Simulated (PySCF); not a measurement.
C₃H₉O₂Si, SMILES CO[Si](C)(C)[O], multiplicity 2.

Geometry optimised at r2SCAN-D4/def2-SVP. The isomer is the one that the SMILES or the coordinates give; other isomers of the formula were not compared. The values are those of a single conformer.

Level of theory: r2SCAN-D4/def2-SVP (PySCF 2.14.0).

Frequencies are harmonic and unscaled.

### Question
Give all harmonic wavenumbers and intensities. (Estimate from the structure and the level; the computed values follow.)

### Answer

```
mode  ν (cm⁻¹)  IR (km/mol)  moving atoms (share of kinetic energy)
----  --------  -----------  --------------------------------------
1           81          3.8                  C 40 %, H 30 %, O 28 %
2           91          0.2                                  H 96 %
3          115          0.1                                  H 96 %
4          134          0.1                                  H 94 %
5          140          5.4                  C 48 %, H 32 %, O 17 %
6          174          1.4                  O 36 %, C 33 %, H 27 %
7          192          3.7                  C 38 %, O 33 %, H 25 %
8          238          3.4         O 30 %, H 28 %, C 25 %, Si 16 %
9          271         19.8         O 49 %, Si 23 %, H 15 %, C 13 %
10         352         10.7         O 45 %, C 19 %, Si 19 %, H 17 %
11         614          0.9                  C 58 %, H 19 %, O 18 %
12         671          4.3                          H 75 %, C 15 %
13         689          5.3         H 40 %, C 34 %, Si 15 %, O 11 %
14         733         12.0         H 40 %, O 28 %, C 19 %, Si 13 %
15         745          7.1                  H 56 %, C 21 %, O 18 %
16         785         75.5                 H 41 %, Si 28 %, C 24 %
17         843         74.3                 H 50 %, Si 25 %, C 20 %
18         894        134.9         Si 43 %, H 25 %, O 22 %, C 11 %
19        1136        230.9                  O 44 %, C 36 %, H 18 %
20        1174          0.9                          H 76 %, C 19 %
21        1204         68.0                  H 61 %, C 22 %, O 17 %
22        1219         25.6                          H 76 %, C 20 %
23        1243         14.9                          H 78 %, C 22 %
24        1406          1.7                                  H 95 %
25        1419          6.5                                  H 95 %
26        1424          1.3                                  H 96 %
27        1433          9.3                                  H 96 %
28        1467          6.7                           H 89 %, C 9 %
29        1475          3.5                                  H 96 %
30        1477          7.5                                  H 96 %
31        2988         76.1                                  H 97 %
32        3035          1.3                                  H 97 %
33        3044          1.9                                  H 97 %
34        3071         35.4                          H 90 %, C 10 %
35        3116         30.2                           H 91 %, C 9 %
36        3144          3.5                           H 91 %, C 9 %
37        3152          1.3                           H 91 %, C 9 %
38        3162          1.8                           H 91 %, C 9 %
39        3165          2.0                           H 91 %, C 9 %
```
